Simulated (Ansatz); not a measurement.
Reaction (formal exchange of groups at the Si–C bond): `C[SiH](F)CN` + `C=C(C)C(F)Cl` → `C[Si@H](F)[C@@H](F)Cl` + `C=C(C)CN`

Computed with Ansatz on PBE0-D4/def2-TZVP structures; ΔE is electronic, products minus reactants. CCSD(T)/CBS adds triple-zeta CCSD(T) − MP2 to the extrapolated MP2 energy (def2 sets, frozen cores). DFT in def2-TZVPP. Each species was taken in one conformer, which may not be the lowest.

```csv
level,ΔE (kJ/mol)
ωB97X-V,16.0
SCS-MP2/def2-QZVPP,16.2
```

Question: What does CCSD(T)/CBS give? (Best estimate.)

Answer: Ansatz gave: +16.0 kJ/mol. The listed levels differ from it by 0.0, 0.2 kJ/mol.

Largest T1 diagnostic among the species: 0.011.
